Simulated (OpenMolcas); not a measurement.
Ag2+ with 4 ligands (fluoride) in tetrahedral coordination (Td). A charge of +0.5 e stands 2.8 Å behind each ligand. Ligand basis ANO-RCC-VDZP.

```
Program             : OpenMolcas
Method              : SS-CASPT2, IPEA 0.25 Eh, imaginary shift 0.1 Eh (closed shells correlated: 4s 4p and the ligand valence shells)
Basis               : ANO-RCC-VDZP [6s5p3d1f]
Scalar Hamiltonian  : DKH2, point nucleus
Active space        : 9 electrons in 5 orbitals (4d)
State averaging     : 2S+1 = 2 even, 5 roots
Spin-orbit coupling : RASSI with atomic mean-field integrals over the reference wave functions
```

All ligands move together. At R = 1.99 Å |10Dq| is 8562 cm-1, and at R = 2.23 Å it is 5630 cm-1.

Task: A third run gives 6962 cm-1. What distance was it run at?

Result: With a power law R^-n the two known points give n = -ln(5630 / 8562) / ln(2.23 / 1.99) = 3.68. Then R = 1.99 × (8562 / 6962)^(1/3.68) = 2.105 Å. The run was at 2.1 Å, so the estimate is off by +0.005 Å.

Roots that are degenerate in the reference are averaged as groups; the widest CASPT2 spread within a group is 110 cm-1 (the 3-fold group of multiplicity 2 near 0 cm-1 above the lowest state of its run, R = 2.1). Shifts and gaps below about the spread of the groups concerned are not significant. An orbital triplet at a regular site is open to Jahn-Teller coupling, which can distort the site and quench the lowest spin-orbit gaps and is left out. Ligand-to-metal charge-transfer states are missing. With one d shell and no ligand orbital active, 10Dq can be off by a tenth or more. Free-ion shares, where given, are those of the reference states; single-state CASPT2 does not remix them (holds for R = 2.23). No measured value stands beside these numbers; the geometry is a model, was not optimised and need not be the one that this ion takes.
